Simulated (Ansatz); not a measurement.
`B[C](=C)[AlH][F]` + `N=C=O` → `BN=C=O` + `C=[CH][AlH][F]` at 500 K and 1 bar (ligand exchange at a B–C bond).

Gas-phase electronic energies from Ansatz, PBE0-D4/def2-TZVP geometries. CCSD(T)/CBS adds triple-zeta CCSD(T) − MP2 to the extrapolated MP2 energy (def2 sets, frozen cores). This one scheme is used for every species. One conformer a species, not always the lowest.

```json
{"species": "`B[C](=C)[AlH][F]`", "CCSD(T)/CBS energy (Eh)": "-445.74843", "H − E (kJ/mol)": "210.0", "S (J/(mol·K))": "424.6"}
{"species": "`N=C=O`", "CCSD(T)/CBS energy (Eh)": "-168.51995", "H − E (kJ/mol)": "77.7", "S (J/(mol·K))": "264.2"}
{"species": "`BN=C=O`", "CCSD(T)/CBS energy (Eh)": "-193.93341", "H − E (kJ/mol)": "118.9", "S (J/(mol·K))": "321.3"}
{"species": "`C=[CH][AlH][F]`", "CCSD(T)/CBS energy (Eh)": "-420.36993", "H − E (kJ/mol)": "171.4", "S (J/(mol·K))": "362.3"}
```

H − E and S are ideal-gas, rigid-rotor, harmonic terms from PBE0-D4/def2-TZVP, for one conformer and one mirror image of each species. 1 Eh = 2625.50 kJ/mol, R = 8.31446 J/(mol·K).

**Question.** By hand: ΔE, ΔH, ΔS and ΔG.

**Answer.** ΔE = (-193.93341) + (-420.36993) − (-445.74843) − (-168.51995) = -0.03496 Eh = -91.8 kJ/mol. Δ(H − E) = 118.9 + 171.4 − 210.0 − 77.7 = 2.6, so ΔH = -89.2 kJ/mol. ΔS = 321.3 + 362.3 − 424.6 − 264.2 = -5.2 J/(mol·K). ΔG = -89.2 − 500 × (-5.2)/1000 = -86.6 kJ/mol.

**Question.** By hand: the equilibrium constant, and the temperature at which ΔG would vanish if ΔH and ΔS stayed fixed.

**Answer.** log₁₀ K = −ΔG/(RT ln 10) = 9.0. ΔG = 0 at ΔH/ΔS = 17154 K, far beyond where these terms or the molecules hold.

The number of gas molecules stays the same, so ΔS is small and ΔH decides. A doubt of 5 kJ/mol in ΔE shifts log₁₀ K by 0.5 here. Other conformers and mirror images would add mixing entropy, several J/(mol·K) or more a flexible species. Modes under 60 cm⁻¹, often nearly free rotors, make the harmonic entropy too high. These are equilibria of isolated gas molecules and say nothing of rates. Largest T1 diagnostic: 0.018 (customary marks: 0.02 for closed shells, 0.045 for open ones).
